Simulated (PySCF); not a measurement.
# Exercise with solution: entropy of an ideal gas

AlH, SMILES [AlH] (connectivity only; charge and spin as stated), neutral, multiplicity 1.

Geometry optimised at PBE-D3(BJ)/def2-TZVPD.

PBE-D3(BJ)/def2-TZVPD (PySCF) gives the harmonic wavenumbers 1585 cm⁻¹ and the rotational temperature 8.8410 K. The molar mass is 27.99 g/mol, the symmetry number 1, the spin multiplicity 1.

Task: Work out the entropy at 298.15 K and 1 atm in the rigid-rotor, harmonic-oscillator model.

Result: 
Translation (Sackur–Tetrode at 1 atm): S = R[1.5 ln M + 2.5 ln T − 1.16487] = 150.3 J/(mol K).
Rotation: q = T/(σ θ) = 33.7, S = R[ln q + 1] = 37.6 J/(mol K).
Vibration: with u = 1.4388 ν/T, each mode gives R[u/(e^u − 1) − ln(1 − e^−u)]:
```
ν (cm⁻¹)  modes     u  S (J/(mol K))
--------  -----  ----  -------------
1585          1  7.65           0.03
```
These are all the modes. Sum 0.0 J/(mol K).
Spin: R ln 1 = 0.0 J/(mol K).
Total 187.9 J/(mol K); the program's own thermochemistry gives 187.9. Translation makes up 80 % and vibration 0 %. Anharmonicity, hindered rotation and orbital degeneracy are left out.
